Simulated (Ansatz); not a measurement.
`CC[Si]Cl`, charge 0, multiplicity 1.

(1) Give a relaxed structure at PBE0-D4/def2-TZVP (the Gaussian-basis code of Ansatz). (Best estimate.)

Answers

(1) The calculation gave: 
Z-matrix (Å, degrees):
```
C
C 1 1.519
H 1 1.092 2 111.2
H 1 1.093 2 111.6 3 -120.5
H 1 1.092 2 111.2 3 119.0
Si 2 1.893 1 123.1 3 -59.4
H 2 1.103 1 111.3 3 177.5
H 2 1.103 1 111.3 3 63.4
Cl 6 2.091 2 101.5 1 0.3
```
Point group Cs.
This is one stationary point; other conformers may exist.
